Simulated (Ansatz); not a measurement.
Reaction (redistribution): `O[SiH](O)[SiH](Cl)Cl` + `F[SiH2]C[SiH2]Cl` → `O[SiH](O)C[SiH2]F` + `Cl[SiH2][SiH](Cl)Cl`

Isolated molecules relaxed with PBE0-D4/def2-TZVP in Ansatz; ΔE leaves out vibrations. CCSD(T)/CBS is the MP2 limit (def2-TZVPP, def2-QZVPP) plus CCSD(T) − MP2 in def2-TZVPP, frozen cores. Functionals use def2-TZVPP. One conformer a species, not always the lowest.

`O[SiH](O)[SiH](Cl)Cl`:

```xyz
10

O    -0.808    1.034    1.423
Si    0.157   -0.166    0.863
O    -0.514   -1.663    0.929
Si    0.506    0.165   -1.433
Cl   -1.276    0.919   -2.157
Cl    1.982    1.563   -1.720
H    -1.559    1.284    0.879
H     1.381   -0.081    1.695
H    -0.714   -2.044    1.786
H     0.846   -1.011   -2.265
```

`F[SiH2]C[SiH2]Cl`:

```xyz
11

F     2.423    0.491   -1.600
Si    0.853    0.273   -1.368
C     0.540    0.004    0.443
Si   -1.235   -0.261    0.933
Cl   -1.359   -0.538    2.969
H     0.444   -0.909   -2.164
H     0.157    1.489   -1.856
H     0.918    0.872    0.994
H     1.116   -0.869    0.769
H    -1.794   -1.471    0.285
H    -2.064    0.920    0.594
```

`O[SiH](O)C[SiH2]F`:

Cartesian coordinates in Å:
```
O -1.093 -0.644 1.734
Si -0.394 -1.209 0.363
O 1.208 -1.536 0.540
C -0.440 0.059 -1.000
Si 0.501 1.604 -0.600
F 0.217 1.969 0.950
H -0.816 0.234 2.014
H -1.156 -2.439 0.045
H 1.465 -2.167 1.214
H -1.484 0.309 -1.212
H -0.013 -0.381 -1.909
H 0.043 2.774 -1.389
H 1.963 1.426 -0.749
```

`Cl[SiH2][SiH](Cl)Cl`:

Cartesian coordinates in Å:
```
Cl -0.768 0.381 -2.520
Si -0.132 -0.752 -0.926
Si 0.262 0.682 0.877
Cl -1.494 1.596 1.400
Cl 0.944 -0.458 2.441
H 1.114 -1.458 -1.314
H -1.188 -1.731 -0.575
H 1.262 1.741 0.618
```

```csv
level,ΔE (eV)
ωB97X-V,-0.19
MP2/def2-TZVPP,-0.19
```

Task: What does CCSD(T)/CBS give? (Estimate.)

Result: Computed: -0.19 eV. The listed levels differ from it by 0.00, 0.00 eV.

Largest T1 diagnostic among the species: 0.011.

The D4 term adds −0.03 eV with B3LYP and −0.02 eV with PBE0; it sums over pairs of atoms, weighted by their polarisabilities, and B3LYP, whose exchange is more repulsive, gets the larger term.

B3LYP here is the variant with VWN-RPA as its local correlation; programs differ in this.
